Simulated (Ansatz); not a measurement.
FH₃O₂SeSi, SMILES `O[Si](O)(F)[SeH]`, relaxed with RKS PBE-D4/def2-SVP in the Gaussian-basis code of Ansatz from a rough embedded geometry. The force threshold is 0.03 eV/Å; the program also tests the step.

Total charge 0; spin multiplicity 1.

Start:

```xyz
8

O    -1.499   -0.770   -0.496
Si   -0.021   -0.144   -0.030
O     0.696    0.553   -1.386
F     0.988   -1.371    0.480
Se   -0.290    1.430    1.578
H    -1.904   -1.215    0.367
H     0.820   -0.173   -2.081
H     1.211    1.690    1.567
```

```csv
step,energy (eV),largest force (eV/Å),largest move (Å)
1,-80055.3435,2.968,0.000
2,-80055.5225,1.218,0.061
3,-80055.5637,0.466,0.051
4,-80055.5790,0.350,0.094
5,-80055.5865,0.076,0.035
6 (rejected),-80055.5835,0.378,0.058
7,-80055.5884,0.043,0.028
8,-80055.5891,0.071,0.057
9,-80055.5905,0.069,0.057
10,-80055.5913,0.133,0.098
11,-80055.5923,0.112,0.012
12,-80055.5945,0.035,0.053
13,-80055.5950,0.032,0.018
14 (rejected),-80055.5890,0.412,0.191
15,-80055.5960,0.057,0.054
16,-80055.5965,0.168,0.098
17,-80055.5980,0.057,0.015
18,-80055.5998,0.029,0.078
19 (rejected),-80055.5869,0.453,0.196
20,-80055.6007,0.071,0.080
21 (rejected),-80055.6005,0.141,0.062
22,-80055.6015,0.032,0.031
23,-80055.6021,0.047,0.049
24,-80055.6021,0.115,0.073
25,-80055.6027,0.059,0.010
26,-80055.6031,0.023,0.033
27,-80055.6033,0.028,0.038
28,-80055.6034,0.028,0.035
```

End:

```xyz
8

O    -1.307   -0.871   -0.407
Si    0.118   -0.060   -0.122
O     0.694    0.387   -1.607
F     1.165   -1.062    0.639
Se   -0.085    1.766    1.222
H    -1.819   -1.111    0.386
H     0.402   -0.201   -2.329
H     0.831    1.151    2.217
```

Hardware: 4 threads of an Arm Neoverse V1 on a shared host. Wall time 33 s, peak host memory 0.13 GiB.
